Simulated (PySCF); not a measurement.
**Working with the constants of RhCl**

UHF-CCSD(T) constants of RhCl, ³Δ (triplet), unpaired electrons σ ↑, δ ↑ (PySCF, scalar-relativistic core potentials, basis sets Rh def2-TZVPP with ECP28, Cl def2-TZVPP; masses 102.9055 and 34.9689 u):

| Item | Value |
| --- | --- |
| ωe | 361.2 cm⁻¹ |
| ωexe | 1.24 cm⁻¹ |
| Be | 0.12593 cm⁻¹ |
| αe | 0.000603 cm⁻¹ |
| D (centrifugal) | 6.12e-08 cm⁻¹ |
| De to Rh (4d8 5s1) + Cl | 3.35 eV |

Q: Give the vibrational terms G(v) and spacings up to v = 6.

A: G(v) = ωe(v+½) − ωexe(v+½)².

| v | G(v) (cm⁻¹) | G(v) − G(v−1) | Bv (cm⁻¹) |
| --- | --- | --- | --- |
| 0 | 180.3 |  | 0.1256 |
| 1 | 539.0 | 358.7 | 0.1250 |
| 2 | 895.2 | 356.2 | 0.1244 |
| 3 | 1249.0 | 353.8 | 0.1238 |
| 4 | 1600.3 | 351.3 | 0.1232 |
| 5 | 1949.1 | 348.8 | 0.1226 |
| 6 | 2295.4 | 346.3 | 0.1220 |

Q: How well does the Morse estimate ωe²/(4ωexe) reproduce De, and what is D0?

A: It gives 3.26 eV, 97 % of the computed De. D0 = De − G(0) = 3.35 − 0.02 = 3.33 eV.

Correlated steps freeze 5 core orbitals. Spin–orbit coupling is left out, which matters for elements this heavy, above all for dissociation energies. The state is the lowest single determinant that the PBE0 search found; with open d or f shells the true ground state can be another one.
